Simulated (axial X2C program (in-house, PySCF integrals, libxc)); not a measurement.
## GeF⁺: from the spin-free to the two-component result

Calculated with an in-house all-electron X2C program for linear molecules (integrals from PySCF). Spin-free means the one-electron spin-free X2C Hamiltonian; two-component (2c) means X2C with spin–orbit coupling and atomic mean-field two-electron Coulomb and Gaunt terms, so the difference of the two also holds small scalar two-electron terms. Basis: Ge dyall-cv3z [9s9p7d4f1g], F dyall-av3z [7s6p3d2f] (cores contracted in-house); Gaussian nuclei, density fitting, unrestricted open shells. Masses: Ge 73.921 u, F 18.998 u.

Spin-free state: M_S = 0, Λ = 0 (closed shell); fragments Ge+ + F.

| level | Re (Å) | ωe (cm⁻¹) | De (eV) | μ (D) |
| --- | --- | --- | --- | --- |
| PBE0 | 1.672 | 805.0 | 5.640 | -2.78 |
| HF | 1.647 | 863.0 | 3.703 | -2.96 |
| MP2 | 1.678 | 804.7 | 6.034 | n/a |
| CCSD | 1.670 | 820.8 | 5.514 | n/a |
| CCSD(T) | 1.677 | 805.0 | 5.694 | n/a |
| M06 | 1.675 | 798.2 | 5.769 | -3.01 |

Correlated methods: 10 electrons correlated (number of frozen shells: Ge 3 s, 2 p, 1 d; F 1 s), 234 virtual spin orbitals or spinors in MP2, 90 natural virtuals in coupled cluster.

Dipoles are positive if F is the positive end and refer to the centre of mass.

Two-component determinant lowest at the distance of the search:

Ω = 0 (closed shell); fragments Ge+ + F.

| level | Re (Å) | ωe (cm⁻¹) | De (eV) | μ (D) |
| --- | --- | --- | --- | --- |
| PBE0 | 1.672 | 804.6 | n/a | -2.78 |
| HF | 1.647 | 862.6 | n/a | -2.97 |
| MP2 | 1.679 | 804.3 | 5.903 | n/a |
| CCSD | 1.671 | 820.4 | 5.380 | n/a |
| CCSD(T) | 1.677 | 804.7 | 5.555 | n/a |
| M06 | 1.675 | 797.8 | n/a | -3.01 |

From the two tables, how do the constants change at the CCSD(T) level (2c against spin-free)?

At the CCSD(T) level Re is unchanged within 0.001 Å and ωe decreases by 0.3 cm⁻¹; De changes by -0.139 eV.

Occupations by symmetry block were frozen at the best pattern of an incomplete PBE0 search. Closed shells are restricted here (equal orbitals for both partners); the stretched side of such a curve lies too high. De is counted from the lowest determinant-based energies of the atoms at the same level, without counterpoise correction. De is not given where an atomic determinant may have missed its ground term or J level, or where the truncated virtual space spoils (T). CCSD and (T) use frozen natural virtuals with an MP2 correction for the truncation; (T) itself is uncorrected, so its De runs slightly low. The functionals have no current-density term, which raises determinants with orbital currents, atoms included. With the outer-core shells frozen, correlated bond lengths of heavy atoms tend to come out a few hundredths of an ångström too long.
